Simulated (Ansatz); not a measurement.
Job for Ansatz (a quantum-chemistry and plane-wave program): R-CCSD(T)/aug-cc-pVTZ on BeF2 (SMILES [F][Be][F]), atoms moved off the minimum.

Ansatz 0.2 input:
```yaml
crystal:
  periodic: [false, false, false]
  atoms:
    - {symbol: Be, position_ang: [-0.04000083, -0.20810225, -0.17178564]}
    - {symbol: F, position_ang: [0.10133198, 0.13143451, -1.53751355]}
    - {symbol: F, position_ang: [0.23368129, -0.04427182, 1.38993037]}
basis:
  gaussian:
    orbitals: aug-cc-pVTZ
magnetization: {spin_polarized: false}
correlation: {method: ccsd_t, electrons: outside_noble_gas}
scf: {lower_state_search: off}
output: {forces: true}
```

The head of its log:

```
WARN ansatz: RAYON_NUM_THREADS=1 ignored (pool sized by the plan → 1); use --threads N
Functional definition: HF
these checks for a lower state are left out or cut short: starts, cluster_reference, orbital_swaps, neighbouring_geometries, increment
integrals: 0.27 GiB planned
867 factors; integrals over basis functions are off by at most 1.0e-3 eV
mean field: 0.25 GiB planned
mean field evaluation 1: about -5813.4424 eV, gradient 4.0e1 eV
mean field evaluation 2: about -5813.4427 eV, gradient 4.0e1 eV
mean field evaluation 4: about -5816.0986 eV, gradient 1.5e0 eV
mean field evaluation 8: about -5816.1084 eV, gradient 3.0e-4 eV
mean field -5816.10841423 eV, -213.7380419230 hartree, gradient 1.5e-6 eV, S^2 0.000000; 0 other end points of the search recorded, 0 dependent functions left out
3 core orbitals not correlated
reference -5816.10841423 eV, -213.7380419230 hartree; 8, 8 occupied and 127, 127 virtual orbitals, 867 factors
densities: 1.31 GiB planned
```

Problem. What total energy does the run end on?

Solution. -214.3273 hartree (reference determinant -213.7380, T1 diagnostic 0.015).
